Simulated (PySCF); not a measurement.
Molecule: SMILES C=C[SiH2]F (C₂H₅FSi). Atoms near the plane z = 0.0 Å, at the PBE/def2-SVP optimised geometry (x, y, z in Å): C1 (1.0, -0.9, -1.0), C2 (0.3, -0.4, 0.0), Si3 (-1.6, -0.4, 0.0), F4 (-2.1, 1.1, 0.0), H5 (2.1, -1.0, -1.0), H7 (0.8, 0.0, 0.9).

Level of theory: PBE/def2-TZVP (PySCF). Cells within 0.4 Å of a nucleus heavier than hydrogen are left out (blank, or x). The values are rescaled to run from 0 to 1.

```
|2222222222222222222222222222222|
|2222222222222222222222222222222|
|2222222222222222222222222222222|
|2222222222222222222222222222222|
|2222222222222222222222222222222|
|2222222222222222222222222222222|
|2222222222222222222222222222222|
|2222222222222222222222222222222|
|2222222333222222222222222222222|
|2222234675322222222222222222222|
|22222376x7632222222222222222222|
|2222248xxx732222222222222222222|
|2222248xxx632222222222222222222|
|2222235745432222332222222222222|
|2222223434432223333322222222222|
|2222222369993221513322222222222|
|222222239xxx610xxx2332222222222|
|222222239xxx510xxx2332222222222|
|2222222249993221213332222222222|
|2222222223332233233332222222222|
|2222222222222222232222222222222|
|2222222222222222222222222222222|
|2222222222222222222222222222222|
|2222222222222222222222222222222|
|2222222222222222222222222222222|
|2222222222222222222222222222222|
|2222222222222222222222222222222|
|2222222222222222222222222222222|
|2222222222222222222222222222222|
|2222222222222222222222222222222|
|2222222222222222222222222222222|
```
Scale: ten equal steps from 0.000 (start of '0') to 1.00 (end of '9'), in the order '0123456789'; x runs from -4.50 to 4.50, y from -4.50 (bottom) to 4.50 (top).

Question: Which quantity is mapped?
A. log10 of the electron density
B. Laplacian of the electron density
C. electron localisation function
D. an orbital amplitude

Answer: B, Laplacian of the electron density. In full: Laplacian of the electron density (e/bohr⁵), clipped to [-1.50, 1.50].
